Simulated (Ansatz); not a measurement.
Geometry optimisation, Ansatz 0.2.0, RKS PBE0/def2-SVP.

Input file:

```yaml
crystal:
  periodic: [false, false, false]
  atoms:
    - { symbol: Ti, position_ang: [0.0, 0.0, 0.0] }
    - { symbol: Cl, position_ang: [0.0, 0.0, 2.72] }
    - { symbol: Cl, position_ang: [2.2349, 0.0, -0.7892] }
    - { symbol: F, position_ang: [-0.8619, 1.4933, -0.6094] }
    - { symbol: Cl, position_ang: [-1.1163, -1.9339, -0.7892] }
    - { symbol: H, position_ang: [1.0439, -1.5851, 0.6306] }
    - { symbol: H, position_ang: [0.8775, -1.3325, 1.6317] }
basis:
  gaussian: { orbitals: def2-SVP }
hamiltonian:
  xc: pbe0
relax:
  f_tol: 0.15
  max_steps: 25
  restrain:
    - { distance: [0, 5], at: 2.9, k: 30.0 }
    - { distance: [6, 1], at: 2.57, k: 30.0 }
    - { distance: [0, 1], at: 2.37, k: 30.0 }
    - { distance: [6, 5], at: 0.66, k: 30.0 }
```

Run as:

```bash
$ ansatz run input.yaml --threads 4 --pin off --max-ram 5120MiB --backend cpu --events-out ev --progress --plain --runs-dir out
```

Question: Where does it end, and by what steps?

Answer: It converged. The restraints hold the end off the free minimum; the threshold counts their pulls, which the force column leaves out. Restrained pairs: Ti1–H6 (2.00 → 2.90 Å), Cl2–H7 (1.93 → 2.58 Å), Ti1–Cl2 (2.72 → 2.31 Å), H6–H7 (1.05 → 0.72 Å). After 5 steps the energy has fallen by 2.735 eV (the restraints' own energy left out); H6 moved furthest, 0.77 Å.

```tsv
step	energy less start (eV)	largest force component (eV/Å)	accepted
0	0.0000	3.125	yes
1	-0.7350	2.496	yes
2	-1.0484	4.449	yes
3	-1.8695	4.111	yes
4	-2.6765	2.307	yes
5	-2.7352	1.626	yes
```

```xyz
7
Properties=species:S:1:pos:R:3
Ti -0.076 0.142 0.008
Cl -0.152 0.308 2.316
Cl 1.926 0.253 -0.793
F -0.913 1.512 -0.580
Cl -1.101 -1.594 -0.764
H 1.357 -2.173 1.015
H 1.137 -1.804 1.593
```

Run time: 17 s on 4 threads of Arm Neoverse V2, with other jobs on the host, peak memory 0.29 GiB.
